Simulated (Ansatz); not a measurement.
```yaml
crystal:
  periodic: [false, false, false]
  atoms:
    - {symbol: C, position_ang: [2.681430, 0.572273, -0.429067]}
    - {symbol: C, position_ang: [1.626977, 1.620994, -0.091904]}
    - {symbol: C, position_ang: [0.235571, 1.182153, -0.236262]}
    - {symbol: C, position_ang: [-0.789025, 2.278336, 0.089377]}
    - {symbol: O, position_ang: [0.011541, 0.049951, 0.700685]}
    - {symbol: C, position_ang: [-0.777426, -1.090011, 0.328673]}
    - {symbol: C, position_ang: [0.092567, -1.851463, -0.777385]}
    - {symbol: C, position_ang: [-2.114558, -0.696112, -0.252876]}
    - {symbol: C, position_ang: [-0.844625, -1.911856, 1.534398]}
    - {symbol: H, position_ang: [2.570175, 0.233217, -1.473547]}
    - {symbol: H, position_ang: [2.599801, -0.307975, 0.210107]}
    - {symbol: H, position_ang: [3.708246, 0.910169, -0.231984]}
    - {symbol: H, position_ang: [1.786316, 1.931030, 1.017607]}
    - {symbol: H, position_ang: [1.791296, 2.527959, -0.697078]}
    - {symbol: H, position_ang: [0.075951, 0.787724, -1.234671]}
    - {symbol: H, position_ang: [-0.597141, 3.158306, -0.599339]}
    - {symbol: H, position_ang: [-0.641054, 2.702725, 1.147544]}
    - {symbol: H, position_ang: [-1.805862, 2.017374, -0.053594]}
    - {symbol: H, position_ang: [0.157993, -1.242914, -1.661327]}
    - {symbol: H, position_ang: [-0.524285, -2.767490, -1.091731]}
    - {symbol: H, position_ang: [1.015452, -2.083346, -0.414980]}
    - {symbol: H, position_ang: [-2.053963, -0.024313, -1.192678]}
    - {symbol: H, position_ang: [-2.637339, -0.178056, 0.501261]}
    - {symbol: H, position_ang: [-2.715919, -1.603322, -0.446987]}
    - {symbol: H, position_ang: [-1.438193, -2.873861, 1.281608]}
    - {symbol: H, position_ang: [-1.447697, -1.340024, 2.296013]}
    - {symbol: H, position_ang: [0.090577, -2.125157, 1.909257]}
basis:
  gaussian: {orbitals: aug-cc-pVTZ, final_grid: {core_spheres: 20, valence_spheres: 16, degree: 47}}
magnetization: {spin_polarized: true, initial_magnetization: 0}
hamiltonian: {xc: {name: wB97X-D}, pseudopotentials: {relativity: none}}
accuracy: high
output: {forces: true}
```

```sh
$ ansatz run in.yaml --threads 4 --pin off --events-out ev --progress --plain --max-ram 41984MiB --backend cuda --devices 0, --max-vram 37GiB
```

Output, abridged:

```
Error: YAML parse error: error: line 34 column 19: hamiltonian.xc: no functional is named "wB97X-D"; the names, which are not case-sensitive, are SVWN5, SPW92, PBE, PBE0, PBEsol, revPBE, revPBE0, RPBE, rPW86-PBE, HSE06, wPBEh, LC-wPBE, HISS, HF, BLYP, B3LYP, B3LYP5, BHLYP, CAM-B3LYP, r2SCAN, r2SCANh, r2SCAN0, r2SCAN50, m-r2SCAN, B97, wB97, wB97X, wB97X-V, B97M-V, wB97M-V, B2PLYP, B2GP-PLYP, PBE0-DH, PBE-QIDH
32 |   gaussian: {orbitals: aug-cc-pVTZ, final_grid: {core_spheres: 20, valence_spheres:…
33 | magnetization: {spin_polarized: true, initial_magnetization: 0}
34 | hamiltonian: {xc: {name: wB97X-D}, pseudopotentials: {relativity: none}}
35 | accuracy: high
36 | output: {forces: true}
```

(1) What is wrong with this run?

Answers

(1) The method's name isn't one that the program takes here. The input was rejected before any iteration.

HSE06 is defined as in plane-wave codes.
